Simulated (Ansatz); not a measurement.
Cartesian coordinates in Å:
```
B -1.2805 -0.9326 -1.2986
C -0.9749 0.1045 -0.2188
F -1.5490 -0.1187 1.0417
Si 0.9190 0.1919 0.0018
N 1.1725 0.8215 1.5466
F 1.5056 -1.2866 -0.2178
H -1.8496 -1.9524 -1.0585
H -0.8730 -0.7029 -2.4008
H -1.2398 1.1240 -0.5383
H 1.5693 1.0255 -1.0309
H 0.5265 0.6125 2.2905
H 2.0740 1.1133 1.8830
```

The species carries charge 0 and has multiplicity 1.

Problem. List the r2SCAN/def2-TZVPP orbital energies in eV (Ansatz). (Estimate.)

Solution. Computed: Occupied: -1792.21, -666.03, -665.99, -385.21, -274.66, -180.54, -142.50, -97.40, -97.36, -97.34, -31.37, -31.10, -22.67, -18.36, -14.11, -13.42, -13.11, -12.72, -11.83, -11.49, -11.05, -10.60, -10.51, -9.26, -8.75, -8.37, -7.35, -7.06. Lowest empty: -2.08, -0.10, 1.14, 1.21, 1.57, 2.31, 2.33, 3.06.
